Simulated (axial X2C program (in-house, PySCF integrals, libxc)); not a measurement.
Low determinants of AsBr at the PBE0 level, two-component

Calculated with an axial X2C code built on PySCF integrals. Two-component (2c) means X2C with spin–orbit coupling and atomic mean-field two-electron Coulomb and Gaunt terms. Basis: Br dyall-cv3z [8s9p6d4f1g], As dyall-cv3z [9s9p6d4f1g] (cores contracted in-house); Gaussian nuclei, density fitting, unrestricted open shells. Masses: Br 78.918 u, As 74.922 u.

Search at 2.350 Å (vertical energies from the lowest determinant):

```tsv
ΔE (eV)	state	electrons beyond evenly filled partner blocks	electrons in ±ω = 1/2, 3/2, 5/2, 7/2
0.00	Ω = 1	ω = -1/2, ω = 3/2	45 19 4 0
0.68	Ω = 0	none	46 18 4 0
0.88	Ω = 2	ω = 1/2, ω = 3/2	45 19 4 0
1.08	Ω = 0	none	44 20 4 0
3.14	Ω = 1	2 × ω = 1/2	46 18 4 0
4.25	Ω = 3	2 × ω = 3/2	46 18 4 0
4.68	Ω = 1	2 × ω = 1/2	44 20 4 0
```

Lowest determinant, Ω = 1 (⟨Sz⟩ = 1.00, ⟨Lz⟩ = 0.00 at PBE0): Re = 2.295 Å, ωe = 313.5 cm⁻¹.

The determinant in row 2 of the search, Ω = 0 (closed shell), was followed along the bond at PBE0; measured from the minimum of the lowest determinant it gives:

Te = 0.660 eV (5321 cm⁻¹), Re = 2.278 Å, ωe = 324.4 cm⁻¹.

**Question.** Compare the bond of the determinant in row 2 with that of the lowest one.

**Answer.** At PBE0 its Re is 0.017 Å shorter and its force constant, which goes as ωe², is 1.07 times that of the lowest determinant. T0 ≈ Te + Δωe/2 = 5321 + (5) = 5326 cm⁻¹.

The search compares states at one distance, so a state with another bond length can lie lower; it is not exhaustive and yields mostly the lowest determinant of each block pattern, so other components and higher states of one pattern are missing. These are energies of single determinants, not of spin-adapted states; PBE0 term energies can be off by some tenths of an eV, and the functional has no current term. Open-shell Ω = 0 determinants with evenly filled partner blocks cannot be reached by this program, so the Ω shown need not be the lowest component. The lowest determinant need not be the ground state where others lie within half an eV. A closed-shell Ω = 0 row of a π² shell mixes the 0⁺ component of the triplet with ¹Σ⁺ and matches no level; 0⁺ can lie lowest.
